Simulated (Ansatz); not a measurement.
Consider the redistribution: `O[SiH](O)/C=C\[SiH2]Cl` + `[OH][GeH2][O][SiH3]` → `[OH][GeH2][O][SiH](O)O` + `[SiH3]/C=C\[SiH2]Cl`.

Calculated with Ansatz (gas phase, PBE0-D4/def2-TZVP geometries, no zero-point term in ΔE). CCSD(T)/CBS is the MP2 limit (def2-TZVPP, def2-QZVPP) plus CCSD(T) − MP2 in def2-TZVPP, frozen cores. Double bonds are as drawn, so ΔE can hold a change between cis and trans. DFT in def2-TZVPP. For Ge outer-core shells are correlated without core-valence functions, which leaves a few kJ/mol of doubt a bond. Scalar relativity is left out up to krypton. Each species was taken in one conformer, which may not be the lowest.

Problem. Is it downhill or uphill in electronic energy at CCSD(T)/CBS, and by how much? (Best estimate.)

Solution. The calculation gave: Downhill: ΔE = -6.2 kcal/mol.

Problem. What do these levels give: PBE-D4, PBE0, HF/def2-TZVPP, SCS-MP2/def2-TZVPP, CCSD(T)/def2-TZVPP, HF/def2-QZVPP? (An estimate is asked.)

Solution. Ansatz gave: PBE-D4 -6.2, PBE0 -6.0, HF/def2-TZVPP -5.3, SCS-MP2/def2-TZVPP -5.3, CCSD(T)/def2-TZVPP -6.1, HF/def2-QZVPP -5.3 kcal/mol.

Largest T1 diagnostic among the species: 0.012.
